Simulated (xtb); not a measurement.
xtb input (GFN-FF):

```bash
xtb mol.xyz --gfnff --opt tight --chrg 0 --uhf 0
```
mol.xyz:
```
2

Hg    -0.00000000    -0.00000000    -0.17436175
O      0.00000000     0.00000000     1.74361754
```

End of the output:

```
         :::::::::::::::::::::::::::::::::::::::::::::::::::::
         ::                     SUMMARY                     ::
         :::::::::::::::::::::::::::::::::::::::::::::::::::::
         :: total energy              -0.110412159238 Eh    ::
         :: gradient norm              0.000005724771 Eh/a0 ::
         ::.................................................::
         :: bond energy               -0.037734050188 Eh    ::
         :: angle energy               0.000000000000 Eh    ::
         :: torsion energy             0.000000000000 Eh    ::
         :: repulsion energy           0.002939582449 Eh    ::
         :: electrostat energy        -0.075265815519 Eh    ::
         :: dispersion energy         -0.000351875981 Eh    ::
         :: HB energy                  0.000000000000 Eh    ::
         :: XB energy                  0.000000000000 Eh    ::
         :: bonded atm energy          0.000000000000 Eh    ::
         :: external energy            0.000000000000 Eh    ::
         :: add. restraining           0.000000000000 Eh    ::
         :: total charge              -0.000000000000 e     ::
         :::::::::::::::::::::::::::::::::::::::::::::::::::::

           -------------------------------------------------
          |                Property Printout                |
           -------------------------------------------------

molecular dipole:
                 x           y           z       tot (Debye)
 q only:        0.000       0.000      -1.273       3.236
           -------------------------------------------------
          |                Geometry Summary                 |
           -------------------------------------------------

      molecular mass/u    :      216.5985719
   center of mass at/Å    :        0.0000000       0.0000000       0.0088339
  moments of inertia/u·Å² :        0.0000000E+00   0.4911104E+02   0.4911104E+02
rotational constants/cm⁻¹ :             Infinity   0.3432555E+00   0.3432555E+00

optimized geometry written to: xtbopt.xyz

           -------------------------------------------------
          | TOTAL ENERGY               -0.110412159238 Eh   |
          | GRADIENT NORM               0.000005724771 Eh/α |
           -------------------------------------------------
########################################################################
[WARNING] Runtime exception occurred
-1- gfnff_setup: Could not read topology file.
########################################################################

------------------------------------------------------------------------
------------------------------------------------------------------------
 total:
 SCF:
 ANC optimizer:
```
